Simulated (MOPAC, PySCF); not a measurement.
CH$_{3}$B$_{3}$, SMILES `B1B2BC21`, neutral singlet in the gas phase. 

Cartesian coordinates (Å):
```xyz
7

B     -1.3165    -0.3162     0.1455
B     -0.0035    -1.0596     0.5038
B      1.3144    -0.3195     0.1566
C      0.0013     0.3982    -0.1892
H     -2.4542    -0.0384     0.0091
H      2.4539    -0.0444     0.0299
H      0.0046     1.3799    -0.6557
```
Charge 0, multiplicity 1.

All levels are single points at this geometry (PBE0-D3(BJ)/def2-TZVP); Pople sets use spherical d functions. Orbital energies aren't observables, and empty levels follow the basis.

```tsv
level	HOMO (eV)	LUMO (eV)	gap (eV)	dipole (D)	vertical IE, Delta-SCF (eV)
PBE0-D3(BJ)/def2-TZVP in PySCF	-7.86	-1.82	6.04	1.63	10.17
ωB97X-D3(BJ)/def2-TZVP in PySCF	-10.30	0.31	10.61	1.58	10.33
BP86/6-31G* in PySCF	-6.41	-2.52	3.89	1.63	–
M06-2X/6-31G* in PySCF	-8.64	-0.49	8.15	1.48	–
PBE/6-31G* in PySCF	-6.31	-2.46	3.85	1.65	9.88
SVWN5/6-31G* in PySCF	-6.41	-2.71	3.71	1.71	10.06
HF/6-31G* in PySCF	-10.48	2.36	12.85	1.29	–
AM1 in MOPAC	-9.71	0.79	10.50	0.40	–
PM7 in MOPAC	-9.55	-1.36	8.19	0.15	–
```
